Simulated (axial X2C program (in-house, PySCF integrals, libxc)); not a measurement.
Spin–orbit effects along a row: molecules with Al, PBE0

Calculated with an in-house all-electron X2C program for linear molecules (integrals from PySCF), spin-free (one-electron X2C) or two-component (2c: spin–orbit coupling with atomic mean-field Coulomb and Gaunt terms, which also bring small scalar terms), in Dyall basis sets with cores contracted in-house; open shells are unrestricted.

Basis sets: Ag dyall-cv3z, Al dyall-v3z, Cd dyall-cv3z, I dyall-cv3z, Pd dyall-cv3z, Rb dyall-cv3z, Sn dyall-cv3z, Sr dyall-cv3z, Y dyall-cv3z.

```
molecule   spin-free state  Re (Å)  ωe (cm⁻¹)  De (eV)  2c state  Re 2c (Å)  ωe 2c (cm⁻¹)  De 2c (eV)
    RbAl    M_S = 1, Λ = 1   3.492      127.9     0.62     Ω = 2      3.494         127.8        0.61
    SrAl  M_S = 1/2, Λ = 1   3.302      159.3     0.61   Ω = 1/2      3.300         159.7        0.62
     AlY    M_S = 1, Λ = 0   2.804      263.7     1.60     Ω = 1      2.804         263.5         n/a
    AlPd  M_S = 1/2, Λ = 0   2.223      370.6     2.69   Ω = 1/2      2.223         370.2        2.70
    AlAg    M_S = 0, Λ = 0   2.517      245.2     1.88     Ω = 0      2.518         245.1        1.88
    AlCd  M_S = 1/2, Λ = 1   2.846      149.8     0.31   Ω = 1/2      2.834         152.5        0.33
    AlSn  M_S = 3/2, Λ = 0   2.659      264.1     2.24   Ω = 3/2      2.660         262.3         n/a
     AlI    M_S = 0, Λ = 0   2.558      311.4     3.90     Ω = 0      2.561         309.7        3.64
```

Work out the shifts from the spin-free to the two-component result.



```tsv
molecule	2c state	ΔRe (Å)	Δωe (cm⁻¹)	ΔDe (eV)
RbAl	Ω = 2	0.002	-0.1	-0.01
SrAl	Ω = 1/2	-0.002	0.4	0.01
AlY	Ω = 1	0.000	-0.2	n/a
AlPd	Ω = 1/2	0.000	-0.4	0.01
AlAg	Ω = 0	0.001	-0.1	0.00
AlCd	Ω = 1/2	-0.012	2.7	0.02
AlSn	Ω = 3/2	0.001	-1.8	n/a
AlI	Ω = 0	0.003	-1.7	-0.26
```

Shifts of one unit in the last digit are rounding.

Each entry is the lowest single determinant of a limited PBE0 search at one distance. De goes to single-determinant-based atoms at the same level (for ions the charge split of lowest energy) and is withheld (n/a) where an atom does not fit its ground term or J level. Main or longest-lived isotopes. One determinant is a doubtful description, or other states lie close, for RbAl, SrAl, AlY, AlCd, AlSn; these need not be ground states, and all values refer to the states named. Some open-shell Ω = 0 determinants are out of reach, so the Ω given for RbAl, AlY need not be the lowest component. With several unpaired electrons the Ω given is that of one determinant, not necessarily of the lowest component. Some light 2c atoms are not at their ground J level, so De misses part of their lowering (0.04 eV or less). The functionals have no current term, which raises determinants with orbital currents. Where the atoms have a lower orbital projection than the molecule, De at mean-field level may be about a tenth of an eV too small.
